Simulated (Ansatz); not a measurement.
`C[CH](C)[Cd][F]` + H–F → `[F][Cd][F]` + `CCC` at 600 K and 1 bar (ligand exchange at a Cd–C bond).

Gas-phase electronic energies from Ansatz, PBE0-D4/def2-TZVP geometries. CCSD(T)/CBS is the MP2 limit (def2-TZVPP, def2-QZVPP) plus CCSD(T) − MP2 in def2-TZVPP, frozen cores. This one scheme is used for every species. def2 core potentials past Kr. For Cd outer-core shells are correlated without core-valence functions, which leaves a few kJ/mol of doubt a bond. One conformer a species, not always the lowest.

| species | CCSD(T)/CBS energy (Eh) | H − E (kJ/mol) | S (J/(mol·K)) |
| --- | --- | --- | --- |
| `C[CH](C)[Cd][F]` | -385.89104 | 311.9 | 454.7 |
| H–F | -100.39570 | 42.3 | 194.0 |
| `[F][Cd][F]` | -367.32284 | 39.2 | 303.5 |
| `CCC` | -118.98051 | 315.9 | 335.6 |

H − E and S are ideal-gas, rigid-rotor, harmonic terms from PBE0-D4/def2-TZVP, for one conformer and one mirror image of each species. 1 Eh = 2625.50 kJ/mol, R = 8.31446 J/(mol·K).

By hand: ΔE, ΔH, ΔS and ΔG.

ΔE = (-367.32284) + (-118.98051) − (-385.89104) − (-100.39570) = -0.01661 Eh = -43.6 kJ/mol. Δ(H − E) = 39.2 + 315.9 − 311.9 − 42.3 = 0.9, so ΔH = -42.7 kJ/mol. ΔS = 303.5 + 335.6 − 454.7 − 194.0 = -9.6 J/(mol·K). ΔG = -42.7 − 600 × (-9.6)/1000 = -36.9 kJ/mol.

By hand: the equilibrium constant, and the temperature at which ΔG would vanish if ΔH and ΔS stayed fixed.

log₁₀ K = −ΔG/(RT ln 10) = 3.2. ΔG = 0 at ΔH/ΔS = 4448 K, far beyond where these terms or the molecules hold.

The number of gas molecules stays the same, so ΔS is small and ΔH decides. A doubt of 5 kJ/mol in ΔE shifts log₁₀ K by 0.4 here. Other conformers and mirror images would add mixing entropy, several J/(mol·K) or more a flexible species. These are equilibria of isolated gas molecules and say nothing of rates. Largest T1 diagnostic: 0.018 (customary marks: 0.02 for closed shells, 0.045 for open ones).
